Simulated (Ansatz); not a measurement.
Program: Ansatz. Geometries: PBE0-D4/def2-TZVP. ΔE: electronic, gas phase. CCSD(T)/CBS is the MP2 limit (def2-TZVPP, def2-QZVPP) plus CCSD(T) − MP2 in def2-TZVPP, frozen cores. This one scheme is used for every species. DFT in def2-TZVPP. Each species was taken in one conformer, which may not be the lowest.

`C=N[CH]([AlH2])[SiH3]` + H–F → `C=NC(F)[SiH3]` + `[AlH3]`  (substitution at a C–Al bond)

```
  level  ΔE (kcal/mol)
BLYP-D4           15.6
 revPBE           16.0
```

(1) What does CCSD(T)/CBS give? (An estimate is asked.)

Largest T1 diagnostic among the species: 0.013.

## Answers

(1) The calculation gave: +20.2 kcal/mol. The listed levels differ from it by -4.6, -4.2 kcal/mol.

At CCSD(T), def2-SVP lies −6.5 kcal/mol from the extrapolated value and def2-TZVPP −1.3 kcal/mol. From r2SCAN to r2SCAN0 (25 % exact exchange), in def2-TZVPP and without D4, ΔE moves by +1.0 kcal/mol.

CCSD(T)/CBS has its own doubt, a few kJ/mol and more with outer-core shells, so smaller differences from it don't rank the levels.
